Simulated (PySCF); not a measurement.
The PySCF input:
```python
from pyscf import gto, scf, dft

mol = gto.Mole()
mol.atom = '''
    Ge    0.072343   -0.063942    0.280201
    F     0.154690    1.500709   -0.624121
    O    -0.764481   -1.022450   -0.737989
    H    -1.124387   -1.942638   -0.657623
'''
mol.basis = 'sto-3g'
mol.charge = 0
mol.spin = 0
mol.verbose = 4
mol.build()

mf = dft.RKS(mol)
mf.xc = 'pbe'
mf.kernel()
g = mf.nuc_grad_method()
grad = g.kernel()
```

Task: Predict the dipole moment from PBE/STO-3G, gradient run with PySCF.

Result: 2.16 D

Task: Estimate the total energy that PBE/STO-3G, gradient returns for this input.

Result: -2225.6469 Eh

Task: Give the HOMO-LUMO gap at the level PBE/STO-3G, gradient.

Result: 1.88 eV

Task: What is the computed HOMO energy (PBE/STO-3G, gradient)?

Result: -0.23 eV
